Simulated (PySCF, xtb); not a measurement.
SbF4, SMILES [F][Sb+]([F])([F])[F], charge +1.

GFN2-xTB run with xtb 6.7.1 at its own geometry gives an orbital gap of 4.27 eV.

Geometry optimised at B3LYP-D3(BJ)/def2-SVP. The spin state was assumed, not searched. The isomer is the one that the SMILES or the coordinates give; other isomers of the formula were not compared. The def2 effective core potentials stand for the cores of Sb; spin–orbit coupling is left out.

**Question.** What does ωB97X/def2-TZVP run with PySCF give? (The exact figures need the calculation; the answer reports its results.)

**Answer.** gap 12.25 eV (levels -22.20 and -9.96 eV).
